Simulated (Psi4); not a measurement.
Psi4 input (wB97X-D/6-31G*):

```
memory 1500 MB

molecule {
0 1
C    -0.84972708   -0.84703727    0.07635384
C    -1.00145512    0.61530386   -0.25263998
C     0.22649702    0.12658270    0.45818837
N     1.44803905    0.08197280   -0.30345838
H    -0.62496805   -1.51695526   -0.74192684
H    -1.46523650   -1.26651742    0.86044423
H    -1.72098136    1.19832851    0.30590941
H    -0.87624038    0.90478477   -1.28676381
H     0.29173597    0.37157266    1.51705422
H     1.92128146    0.97790048   -0.28980903
H     2.08624664   -0.61201908    0.06788706
symmetry c1
no_reorient
no_com
}

set {
  basis 6-31G*
  reference rks
  scf_type pk
  dft_radial_points 99
  dft_spherical_points 590
  e_convergence 1e-8
  d_convergence 1e-7
  maxiter 150
}

e = energy('wb97x-d')
print_out(f'\nFINAL {e:.10f} DIPOLE {variable("CURRENT DIPOLE")[0]:.6f} {variable("CURRENT DIPOLE")[1]:.6f} {variable("CURRENT DIPOLE")[2]:.6f}\n')
```

Output:

```
   => Loading Basis Set <=

    Name: 6-31G*
    Role: ORBITAL
    Keyword: BASIS
    atoms 1-3  entry C          line   111 file 6-31gs.gbs
    atoms 4    entry N          line   128 file 6-31gs.gbs
    atoms 5-11 entry H          line    44 file 6-31gs.gbs

   => WB97X-D: Empirical Dispersion <=

    Chai and Head-Gordon Dispersion Correction
    Chai, J.-D.; Head-Gordon, M. (2010), J. Chem. Phys., 132: 6615-6620

        s6 =       1.000000

         ---------------------------------------------------------
                                   SCF
               by Justin Turney, Rob Parrish, Andy Simmonett
                          and Daniel G. A. Smith
                              RKS Reference
         ---------------------------------------------------------

  ==> Geometry <==

    Molecular point group: c1
    Full point group: C1

    Geometry (in Angstrom), charge = 0, multiplicity = 1:

       Center              X                  Y                   Z               Mass
    ------------   -----------------  -----------------  -----------------  -----------------
         C           -0.849727080000    -0.847037270000     0.076353840000    12.000000000000
         C           -1.001455120000     0.615303860000    -0.252639980000    12.000000000000
         C            0.226497020000     0.126582700000     0.458188370000    12.000000000000
         N            1.448039050000     0.081972800000    -0.303458380000    14.003074004430
         H           -0.624968050000    -1.516955260000    -0.741926840000     1.007825032230
         H           -1.465236500000    -1.266517420000     0.860444230000     1.007825032230
         H           -1.720981360000     1.198328510000     0.305909410000     1.007825032230
         H           -0.876240380000     0.904784770000    -1.286763810000     1.007825032230
         H            0.291735970000     0.371572660000     1.517054220000     1.007825032230
         H            1.921281460000     0.977900480000    -0.289809030000     1.007825032230
         H            2.086246640000    -0.612019080000     0.067887060000     1.007825032230

  Running in c1 symmetry.

  Rotational constants: A =      0.54854  B =      0.22455  C =      0.19364 [cm^-1]
  Rotational constants: A =  16444.93952  B =   6731.73600  C =   5805.26601 [MHz]
  Nuclear repulsion =  125.353206614894162

  Charge       = 0
  Multiplicity = 1
  Electrons    = 32
  Nalpha       = 16
  Nbeta        = 16

  ==> Algorithm <==

  SCF Algorithm Type is PK.
  DIIS enabled.
  MOM disabled.
  Fractional occupation disabled.
  Guess Type is SAD.
  Energy threshold   = 1.00e-08
  Density threshold  = 1.00e-07
  Integral threshold = 1.00e-12

  ==> Primary Basis <==

  Basis Set: 6-31G*
    Blend: 6-31G*
    Number of shells: 38
    Number of basis functions: 74
    Number of Cartesian functions: 74
    Spherical Harmonics?: false
    Max angular momentum: 2

  ==> DFT Potential <==

   => LibXC <=

    Version 7.1.2
    S. Lehtola, C. Steigemann, M. J. T. Oliveira, and M. A. L. Marques,  SoftwareX 7, 1–5 (2018) (10.1016/j.softx.2017.11.002)

   => Composite Functional: WB97X-D <=

    wB97X-D Hyb-GGA Exchange-Correlation Functional

    J.-D. Chai and M. Head-Gordon,  Phys. Chem. Chem. Phys. 10, 6615–6620 (2008) (10.1039/B810189B)

    Deriv               =              1
    GGA                 =           TRUE
    Meta                =          FALSE

    Exchange Hybrid     =           TRUE
    MP2 Hybrid          =          FALSE

   => Exchange-Correlation Functionals <=

    1.0000   wB97X-D range-separated functional

   => Exact (HF) Exchange <=

    0.7780            HF,LR [omega = 0.2000]
    0.2220               HF

   => LibXC Density Thresholds  <==

    XC_HYB_GGA_XC_WB97X_D:  1.00E-14

   => Molecular Quadrature <=

    Radial Scheme          =       TREUTLER
    Pruning Scheme         =           NONE
    Nuclear Scheme         =       TREUTLER

    Blocking Scheme        =         OCTREE
    BS radius alpha        =              1
    Pruning alpha          =              1
    Radial Points          =             99
    Spherical Points       =            590
    Total Points           =         600565
    Total Blocks           =           4254
    Max Points             =            256
    Max Functions          =             74
    Weights Tolerance      =       1.00E-15

  ==> Integral Setup <==

  Using in-core PK algorithm.
   Calculation information:
      Number of atoms:                  11
      Number of AO shells:              38
      Number of primitives:             88
      Number of atomic orbitals:        74
      Number of basis functions:        74

      Integral cutoff                 1.00e-12
      Number of threads:                 1

  Performing in-core PK
  Using 11555100 doubles for integral storage.
  We computed 271261 shell quartets total.
  Whereas there are 274911 unique shell quartets.

  Computing range-separated integrals for PK
  We computed 271261 wK shell quartets total.
  Whereas there are 274911 wK unique shell quartets.

  ==> DiskJK: Disk-Based J/K Matrices <==

    J tasked:                  Yes
    K tasked:                  Yes
    wK tasked:                 Yes
    Omega:               2.000E-01
    Schwarz Cutoff:          1E-12


  Cached 50.0% of DFT collocation blocks in 0.571 [GiB].

  Minimum eigenvalue in the overlap matrix is 4.1526044726E-03.
  Reciprocal condition number of the overlap matrix is 5.5043555896E-04.
    Using symmetric orthogonalization.

  ==> Pre-Iterations <==

  SCF Guess: Superposition of Atomic Densities via on-the-fly atomic UHF (no occupation information).

   -------------------------
    Irrep   Nso     Nmo
   -------------------------
     A         74      74
   -------------------------
    Total      74      74
   -------------------------

  ==> Iterations <==

                        Total Energy        Delta E     RMS |[F,P]|

   @RKS iter SAD:  -172.72999737458454   -1.72730e+02   0.00000e+00
   @RKS iter   1:  -172.99380864172429   -2.63811e-01   8.49402e-03 DIIS/ADIIS
   @RKS iter   2:  -173.05953427414670   -6.57256e-02   7.24932e-03 DIIS/ADIIS
   @RKS iter   3:  -173.18644144828622   -1.26907e-01   4.37038e-04 DIIS/ADIIS
   @RKS iter   4:  -173.18686148686493   -4.20039e-04   2.43816e-04 DIIS/ADIIS
   @RKS iter   5:  -173.18701077942038   -1.49293e-04   3.73631e-05 DIIS
   @RKS iter   6:  -173.18701566110519   -4.88168e-06   6.03894e-06 DIIS
   @RKS iter   7:  -173.18701583414935   -1.73044e-07   1.74188e-06 DIIS
   @RKS iter   8:  -173.18701584995023   -1.58009e-08   7.48195e-07 DIIS
   @RKS iter   9:  -173.18701585220990   -2.25967e-09   1.99768e-07 DIIS
   @RKS iter  10:  -173.18701585249443   -2.84530e-10   3.16359e-08 DIIS
  Energy and wave function converged.

  ==> Post-Iterations <==

   Electrons on quadrature grid:
      Ntotal   =   31.9999977944 ; deviation = -2.206e-06

    Orbital Energies [Eh]
    ---------------------

    Doubly Occupied:

       1A    -14.425825     2A    -10.318283     3A    -10.284848
       4A    -10.284596     5A     -0.993795     6A     -0.905467
       7A     -0.687060     8A     -0.664764     9A     -0.588631
      10A     -0.558213    11A     -0.540139    12A     -0.470222
      13A     -0.437798    14A     -0.379525    15A     -0.358103
      16A     -0.311103

    Virtual:

      17A      0.178738    18A      0.208482    19A      0.216565
      20A      0.227193    21A      0.253737    22A      0.265729
      23A      0.266941    24A      0.328835    25A      0.346207
      26A      0.349799    27A      0.394274    28A      0.586409
      29A      0.651770    30A      0.654142    31A      0.686279
      32A      0.729382    33A      0.734099    34A      0.744913
      35A      0.780706    36A      0.830133    37A      0.836257
      38A      0.864963    39A      0.983226    40A      0.989388
      41A      0.989757    42A      1.015504    43A      1.038204
      44A      1.049713    45A      1.067309    46A      1.084722
      47A      1.242193    48A      1.338550    49A      1.412625
      50A      1.415540    51A      1.695802    52A      1.723915
      53A      1.861443    54A      1.932727    55A      1.953339
      56A      1.955354    57A      2.023063    58A      2.030767
      59A      2.228357    60A      2.268156    61A      2.324077
      62A      2.327939    63A      2.392572    64A      2.561394
      65A      2.566189    66A      2.603688    67A      2.684040
      68A      2.749985    69A      2.839577    70A      2.898475
      71A      3.894393    72A      4.246873    73A      4.508671
      74A      4.557501

    Final Occupation by Irrep:
              A
    DOCC [    16 ]
    NA   [    16 ]
    NB   [    16 ]

  @RKS Final Energy:  -173.18701585249443

   => Energetics <=

    Nuclear Repulsion Energy =            125.3532066148941624
    One-Electron Energy =                -480.7580454417191618
    Two-Electron Energy =                 199.8290237871110548
    DFT Exchange-Correlation Energy =     -17.6074090029970094
    Empirical Dispersion Energy =          -0.0037918097835213
    VV10 Nonlocal Energy =                  0.0000000000000000
    Total Energy =                       -173.1870158524944259

Computation Completed

Properties will be evaluated at   0.000000,   0.000000,   0.000000 [a0]

Properties computed using the SCF density matrix

 Multipole Moments:

 ------------------------------------------------------------------------------------
     Multipole            Electronic (a.u.)      Nuclear  (a.u.)        Total (a.u.)
 ------------------------------------------------------------------------------------

 L = 1.  Multiply by 2.5417464519 to convert [e a0] to [Debye]
 Dipole X            :          0.2504605            0.0000001            0.2504605
 Dipole Y            :          0.1287332            0.0000000            0.1287332
 Dipole Z            :          0.4566957           -0.0000001            0.4566956
 Magnitude           :                                                    0.5365386

 ------------------------------------------------------------------------------------

FINAL -173.1870158525 DIPOLE 0.250461 0.128733 0.456696

*** Psi4 exiting successfully. Buy a developer a beer!
```

The geometry given is a B3LYP-D3(BJ)/def2-TZVP minimum.
